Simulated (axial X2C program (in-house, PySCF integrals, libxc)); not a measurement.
CoH: nuclear properties from DFT to coupled cluster

Computed with an in-house all-electron X2C program for linear molecules (integrals from PySCF): two-component X2C with atomic mean-field Coulomb and Gaunt terms, Gaussian nuclei, basis Co dyall-acv3z, H dyall-av3z with contracted cores.

R = 1.503 Å (near the PBE0 minimum at charge 0 of the determinant lowest at the starting distance; the state shown can have its own minimum elsewhere); state Ω = 4 (⟨Sz⟩ = 1.00, ⟨Lz⟩ = 3.00 at PBE0).

```csv
level,Eeff magnitude (GV/cm),Ws magnitude Co (kHz),A∥/gI Co (MHz),qzz Co (a.u.),A∥/gI H (MHz),μ (D)
PBE0,0.378,0.0316,354,-0.76,2.77,-2.53
B3LYP,0.337,0.0279,364,-0.68,2.69,-2.37
```

Eeff is the effective electric field on the electron electric dipole moment in this Ω state and Ws the scalar–pseudoscalar constant of the nucleus named (defined with the proton number Z and per Ω); A∥ (defined per Ω) follows by multiplying with gI = μI/(I μN); qzz is the electric field gradient, eQq0 = 234.96 MHz × Q/barn × qzz; μ is positive if the H end (last atom) is positive. The operators were transformed with the bare-nucleus X2C matrices; with these basis sets, hyperfine constants and field gradients can be off by tens of per cent, and where levels differ in sign neither size nor sign is settled.

Finite-field MP2, CCSD and CCSD(T), with 18 electrons correlated in 130 natural virtual spinors (MP2 remainder added):

| level | Eeff magnitude (GV/cm) | Ws magnitude Co (kHz) | A∥/gI Co (MHz) | qzz Co (a.u.) | A∥/gI H (MHz) | μ (D) |
| --- | --- | --- | --- | --- | --- | --- |
| MP2 | 1.89 | 0.179 | 270 | -0.58 | -2.7 | -0.95 |
| CCSD | 1.08 | 0.0942 | 262 | -0.57 | 1.1 | -2.31 |
| CCSD(T) | 1.36 | 0.121 | 253 | -0.24 | 0.0137 | -1.85 |

T1 = 0.126 (Lee–Taylor), a sign of multireference character. One unrestricted determinant, the lowest of a limited PBE0 search, is the reference; the functionals treat spin collinearly. With several open shells it need not be a pure state. Eeff spreads by more than a factor of two over the levels. Correlation of the inner shells is missing, which matters for properties at the nucleus. Number of frozen shells: Co 2 s, 1 p; H none.
